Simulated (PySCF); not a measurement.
# How the method changes the constants of NaCd

State: ²Σ⁺ (doublet), unpaired electrons σ ↑. Set-up: basis Na cc-pVDZ, Cd cc-pVDZ-PP with ECP28; scalar-relativistic core potentials; PySCF 2.14. De refers to Na + Cd in their ground configurations, without counterpoise correction. The functionals are run spin-unrestricted. A positive dipole means Na(−)Cd(+). Levels whose curve was spin-contaminated or gave no clean fit are not listed.

```json
{"Level": "PBE", "Re (Å)": "3.355", "ωe (cm⁻¹)": "80.8", "De (eV)": "0.169", "μ (D)": "-0.80", "CPU s a point (SCF and correlation, without the integrals)": "0.88"}
{"Level": "PBEsol", "Re (Å)": "3.284", "ωe (cm⁻¹)": "88.3", "De (eV)": "0.214", "μ (D)": "-0.98", "CPU s a point (SCF and correlation, without the integrals)": "0.58"}
{"Level": "PW91", "Re (Å)": "3.327", "ωe (cm⁻¹)": "84.2", "De (eV)": "0.182", "μ (D)": "-0.84", "CPU s a point (SCF and correlation, without the integrals)": "0.61"}
{"Level": "r²SCAN", "Re (Å)": "3.323", "ωe (cm⁻¹)": "86.3", "De (eV)": "0.207", "μ (D)": "-1.33", "CPU s a point (SCF and correlation, without the integrals)": "1.3"}
{"Level": "B3LYP", "Re (Å)": "3.424", "ωe (cm⁻¹)": "69.2", "De (eV)": "0.099", "μ (D)": "-0.72", "CPU s a point (SCF and correlation, without the integrals)": "1.1"}
{"Level": "PBE0", "Re (Å)": "3.400", "ωe (cm⁻¹)": "75.4", "De (eV)": "0.139", "μ (D)": "-0.77", "CPU s a point (SCF and correlation, without the integrals)": "1.6"}
```

The bond length runs from 3.284 Å (PBEsol) to 3.424 Å (B3LYP). De spans 0.10 eV (B3LYP, global hybrid GGA) to 0.21 eV (PBEsol, GGA).

The bond is weak. Basis-set superposition, not corrected here, can be much of De in a small basis, most of all at correlated wavefunction levels. Functionals without a dispersion term scatter widely for such bonds, and LDA overbinds them. Spin–orbit coupling is left out. The state was picked by a PBE0 search and need not be the measured ground state.

The whole job (state search and all levels along the bond) took about 3.3 min on 1 thread of Arm Neoverse N1 (shared host), peak memory 0.73 GiB.
